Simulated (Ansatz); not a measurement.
Level of theory: frozen-core CCSD(T)/cc-pVTZ // M06-2X/def2-TZVP (Ansatz, a first-principles code).

Ansatz 0.2 input:
```yaml
crystal:
  periodic: [false, false, false]
  atoms:
    - { symbol: B, position_ang: [2.756373, -0.083688, -0.13495] }
    - { symbol: C, position_ang: [1.360788, -0.526377, 0.317383] }
    - { symbol: C, position_ang: [0.269175, -0.154689, -0.368931] }
    - { symbol: C, position_ang: [-1.144978, -0.496652, -0.035397] }
    - { symbol: C, position_ang: [-1.989484, 0.759809, 0.190913] }
    - { symbol: H, position_ang: [2.853897, 0.600675, -1.106875] }
    - { symbol: H, position_ang: [3.740623, -0.40249, 0.454341] }
    - { symbol: H, position_ang: [1.208197, -1.149024, 1.19678] }
    - { symbol: H, position_ang: [0.404171, 0.472621, -1.249877] }
    - { symbol: H, position_ang: [-1.171774, -1.139952, 0.845436] }
    - { symbol: H, position_ang: [-1.57226, -1.065385, -0.867572] }
    - { symbol: H, position_ang: [-3.026341, 0.497908, 0.399658] }
    - { symbol: H, position_ang: [-1.974011, 1.402648, -0.690354] }
    - { symbol: H, position_ang: [-1.605156, 1.335676, 1.032977] }
basis:
  gaussian: { orbitals: cc-pVTZ }
correlation:
  method: ccsd_t
```

Output:

```
Functional definition: HF
1550 factors; integrals over basis functions are off by at most 1.1e-3 eV
mean field evaluation 1: about -4933.2330 eV, gradient 3.4e1 eV
mean field evaluation 2: about -4933.4728 eV, gradient 3.4e1 eV
mean field evaluation 4: about -4936.9095 eV, gradient 3.7e0 eV
mean field evaluation 8: about -4936.9574 eV, gradient 1.7e-1 eV
mean field evaluation 16: about -4936.2897 eV, gradient 1.2e1 eV
mean field -4936.95755310 eV, -181.4298436864 hartree, gradient 2.8e-6 eV, S^2 0.000000; 0 other end points of the search recorded, 0 dependent functions left out
5 core orbitals not correlated
reference -4936.95755310 eV, -181.4298436864 hartree; 14, 14 occupied and 257, 257 virtual orbitals, 1550 factors
second order -21.10651603 eV of doubles, -0.00000000 eV of singles
cycle   1  -21.91256547 eV  change   -8.1e-1 eV  update   9.5e-2
cycle   2  -22.47035775 eV  change   -5.6e-1 eV  update   2.8e-2
cycle   3  -22.56550743 eV  change   -9.5e-2 eV  update   1.2e-2
cycle   4  -22.56107595 eV  change    4.4e-3 eV  update   3.0e-3
cycle   5  -22.56132554 eV  change   -2.5e-4 eV  update   1.2e-3
cycle   6  -22.56142998 eV  change   -1.0e-4 eV  update   4.0e-4
cycle   7  -22.56137334 eV  change    5.7e-5 eV  update   1.6e-4
cycle   8  -22.56139872 eV  change   -2.5e-5 eV  update   7.4e-5
cycle   9  -22.56141486 eV  change   -1.6e-5 eV  update   2.6e-5
perturbative correction -0.94382746 eV, -0.0346850192 hartree
Total energy: -4960.46279542 eV, -182.2936454091 hartree
```

Cost: very roughly 17 core-minutes.
